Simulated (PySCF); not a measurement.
C6H17NSi, SMILES CC(C)N([SiH3])C(C)C. The structure is a stationary point at r2SCAN-D4/def2-SVP. The isomer is the one that the SMILES or the coordinates give; other isomers of the formula were not compared. One conformer was computed; it need not be the lowest.

**Question.** Give the equilibrium geometry at r2SCAN-D4/def2-SVP (PySCF confirms it by a frequency run) as bond lengths and angles. (The exact figures need the calculation; the answer reports its results.)

**Answer.** Several could match; the one computed here: 
Atoms: Si1 N2 C3 C4 C5 C6 C7 C8 H9 H10 H11 H12 H13 H14 H15 H16 H17 H18 H19 H20 H21 H22 H23 H24 H25. Bonds (Å): Si1–N2 1.739, Si1–H9 1.494, Si1–H10 1.498, Si1–H11 1.504, N2–C3 1.474, N2–C6 1.471, C3–C4 1.531, C3–C5 1.535, C3–H12 1.109, C4–H13 1.101, C4–H14 1.102, C4–H15 1.101, C5–H16 1.099, C5–H17 1.102, C5–H18 1.101, C6–C7 1.537, C6–C8 1.530, C6–H19 1.106, C7–H20 1.100, C7–H21 1.102, C7–H22 1.103, C8–H23 1.100, C8–H24 1.102, C8–H25 1.101. Angles (°): N2–Si1–H9 108.2, N2–Si1–H10 110.2, N2–Si1–H11 114.5, H9–Si1–H10 109.9, H9–Si1–H11 108.0, H10–Si1–H11 105.9, Si1–N2–C3 115.4, Si1–N2–C6 119.9, C3–N2–C6 123.7, N2–C3–C4 115.0, N2–C3–C5 113.6, N2–C3–H12 104.8, C4–C3–C5 111.5, C4–C3–H12 105.5, C5–C3–H12 105.4, C3–C4–H13 111.9, C3–C4–H14 109.8, C3–C4–H15 111.2, H13–C4–H14 107.2, H13–C4–H15 108.3, H14–C4–H15 108.2, C3–C5–H16 112.2, C3–C5–H17 110.2, C3–C5–H18 110.3, H16–C5–H17 107.5, H16–C5–H18 108.1, H17–C5–H18 108.2, N2–C6–C7 114.2, N2–C6–C8 114.2, N2–C6–H19 104.6, C7–C6–C8 111.1, C7–C6–H19 105.8, C8–C6–H19 105.9, C6–C7–H20 112.4, C6–C7–H21 110.7, C6–C7–H22 110.3, H20–C7–H21 107.9, H20–C7–H22 107.6, H21–C7–H22 107.9, C6–C8–H23 111.2, C6–C8–H24 109.6, C6–C8–H25 112.2, H23–C8–H24 108.2, H23–C8–H25 108.4, H24–C8–H25 107.2.
